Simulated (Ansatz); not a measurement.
Program: Ansatz. Geometries: PBE0-D4/def2-TZVP. ΔE: electronic, gas phase. CCSD(T)/CBS adds triple-zeta CCSD(T) − MP2 to the extrapolated MP2 energy (def2 sets, frozen cores). This one scheme is used for every species, atoms too. DFT in def2-TZVPP. B3LYP here is the variant with VWN-RPA as its local correlation; programs differ in this. No spin–orbit coupling; open shells (•) take unrestricted orbitals. Spin–orbit coupling would lower the free atoms: clearly for Br. Bonds to Br are less sure, by a few kJ/mol each and by 10 to 20 or more in all where they break to atoms, as the def2 sets lack core-valence functions. Scalar relativity is left out up to krypton. One conformer a species, not always the lowest.

Consider the homolysis of the B–Br bond: `COB(S)Br` → `CO[B]S`• + Br•.

`COB(S)Br`:

Cartesian coordinates in Å:
```
C 1.211 0.830 0.026
O 0.711 -0.409 0.501
B -0.535 -0.822 0.235
S -1.677 0.176 -0.755
Br -1.061 -2.531 0.957
H 1.199 0.859 -1.067
H 2.236 0.923 0.379
H 0.617 1.661 0.415
H -2.701 -0.686 -0.690
```

`CO[B]S`•:

```xyz
8

C     0.086   -1.233   -0.034
O     0.688   -0.245    0.798
B     0.459    1.056    0.668
S    -0.630    1.818   -0.554
H     0.366   -1.071   -1.078
H     0.448   -2.206    0.293
H    -1.002   -1.197    0.060
H    -0.414    3.078   -0.152
```

(1) What is ΔE at CCSD(T)/CBS? (An estimate is asked.)

(2) What do these levels give: PBE0-D4, B3LYP-D4, ωB97X-V, ωB97M-V, PBE, r2SCAN, PBE0, B3LYP, CCSD(T)/def2-TZVPP, MP2/def2-QZVPP, HF/CBS(def2), MP2/CBS(def2)? (Best estimate.)

Largest T1 diagnostic among the species: 0.015.

Answers

(1) The calculation gave: +455.3 kJ/mol.

(2) Ansatz gave: PBE0-D4 439.4, B3LYP-D4 426.9, ωB97X-V 445.1, ωB97M-V 446.6, PBE 435.0, r2SCAN 431.6, PBE0 432.8, B3LYP 414.3, CCSD(T)/def2-TZVPP 439.3, MP2/def2-QZVPP 470.2, HF/CBS(def2) 315.7, MP2/CBS(def2) 477.6 kJ/mol.

The D4 term adds +12.6 kJ/mol with B3LYP and +6.7 kJ/mol with PBE0; it sums over pairs of atoms, weighted by their polarisabilities, and B3LYP, whose exchange is more repulsive, gets the larger term. In def2-TZVPP, CCSD(T) changes the Hartree–Fock value by +121.7 kJ/mol (the triples alone add +11.7 kJ/mol) and MP2 by +144.0 kJ/mol; breaking electron pairs costs correlation energy, which Hartree–Fock lacks.
